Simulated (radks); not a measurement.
The numbers below are computed, except where a source is named.
Question: All-electron atom: Os28+ in [Ar] 3d10 4s2 4p4 4d10 4f4 (not the ground configuration). Level of theory: Dirac Kohn-Sham, B86b exchange with PBE correlation, spin-unpolarised, spherical densities, point nucleus; open shells are shared between the two j in proportion to 2j + 1 (a radial shooting solver on a logarithmic mesh with Libxc functionals).

Spin-orbit splittings of the eigenvalues, e(l+1/2) - e(l-1/2), with zeta = 2 splitting/(2l+1) and mean radii in bohr:

shell  occ.  splitting (eV)  zeta (eV)  <r> j=l-1/2  <r> j=l+1/2
2p        6               ?          ?      0.06129      0.06949
3p        6           336.6      224.4       0.1828       0.1977
3d       10           72.91      29.16       0.1726       0.1771
4p        4           91.71      61.14       0.4104       0.4363
4d       10           18.63      7.451       0.4328       0.4403
4f        4           4.731      1.352       0.4207       0.4240
5p        0           32.66      21.77       0.7726       0.8084

Estimate the 2p splitting.

Answer: 1532 eV (zeta = 1022 eV).
